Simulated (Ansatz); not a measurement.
`[SiH3][GaH][Cl]` → `[Cl][GaH]`• + `[SiH3]`•  (homolysis of the Ga–Si bond)

Program: Ansatz. Geometries: PBE0-D4/def2-TZVP. ΔE: electronic, gas phase. CCSD(T)/CBS is the MP2 limit (def2-TZVPP, def2-QZVPP) plus CCSD(T) − MP2 in def2-TZVPP, frozen cores. This one scheme is used for every species. Functionals use def2-TZVPP. HSE06 is defined as in plane-wave codes. No spin–orbit coupling; open shells (•) take unrestricted orbitals. For Ga outer-core shells are correlated without core-valence functions, which leaves a few kJ/mol of doubt a bond. Scalar relativity is left out up to krypton.

CCSD(T)/CBS gives +307.8 kJ/mol.

(1) Another level gave +295.9 kJ/mol. Which?
A. LDA (SPW92)/def2-TZVPP
B. PBE/def2-TZVPP
C. MP2/def2-TZVPP
D. HSE06/def2-TZVPP

Largest T1 diagnostic among the species: 0.015.

Answers

(1) C. MP2/def2-TZVPP 295.9, PBE 276.3, LDA (SPW92) 321.3, HSE06 280.5 kJ/mol.

From PBE to PBE0 (25 % exact exchange), in def2-TZVPP and without D4, ΔE moves by +4.3 kJ/mol. In def2-TZVPP, CCSD(T) changes the Hartree–Fock value by +88.6 kJ/mol (the triples alone add +5.7 kJ/mol) and MP2 by +90.8 kJ/mol; breaking electron pairs costs correlation energy, which Hartree–Fock lacks.
